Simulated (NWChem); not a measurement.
# BHOICl; SMILES OB(Cl)I

```xyz
5

B      0.4677    -0.9975     0.0000
Cl    -0.7534    -2.2696     0.0000
I     -0.1071     1.0578     0.0000
O      1.7732    -1.2825     0.0000
H      1.9591    -2.2303     0.0000
```
Atoms are numbered in this order, from 1.

All runs: NWChem. Coordinates come from a PBE0/def2-SVP optimisation. No frequency run checked for a minimum. def2 effective core potentials on I; no spin-orbit coupling. Ions are spin-unrestricted doublets at the neutral geometry; other ion states weren't tried.

For level CAM-B3LYP/def2-SVP:

vertical ionisation energy, ΔSCF (eV): 9.95
−ε(HOMO) (eV): 8.71

### Question
How do the values read with level PBE/def2-SVP instead?

### Answer
vertical ionisation energy, ΔSCF (eV): 9.64
−ε(HOMO) (eV): 6.30
